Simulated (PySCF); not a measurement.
Au(Me)(CNMe) (C₃H₆AuN), SMILES C[N+]#[C-]->[Au][CH3], multiplicity 1. Atoms are numbered in the order given.

```xyz
11

Au     0.0000     0.0000    -0.5137
C      0.0000     0.0000    -2.5658
H      0.3997     0.9465    -2.9668
H     -1.0195    -0.1271    -2.9668
H      0.6199    -0.8194    -2.9668
C      0.0000     0.0000     4.0464
N      0.0000     0.0000     2.6406
C      0.0000     0.0000     1.4746
H     -1.0285    -0.1026     4.4214
H      0.4254     0.9420     4.4214
H      0.6031    -0.8394     4.4214
```
Charge 0, spin multiplicity 1.

Coordinates come from a PBE0-D3(BJ)/def2-SVP optimisation. The spin state was assumed, not searched. The isomer is the one that the SMILES or the coordinates give; other isomers of the formula were not compared. The def2 effective core potentials stand for the cores of Au; spin–orbit coupling is left out.

All values below come from PBE/def2-TZVP (PySCF).

Gas-phase values at a fixed geometry.

Computed frontier levels, gap, dipole moment and polarisability:
* **highest occupied level**: -5.52 eV
* **lowest empty level**: -1.61 eV
* **orbital gap**: 3.92 eV
* **dipole moment**: 6.89 D
* **quadrupole, principal values (traceless, Buckingham form, about the centre of nuclear charge)**: -9.77, -9.77, 19.53 D·Å
* **mean static polarisability**: 84.7 bohr³ (12.55 Å³)
* **polarisability, principal values**: 59.0, 59.0, 136.1 bohr³
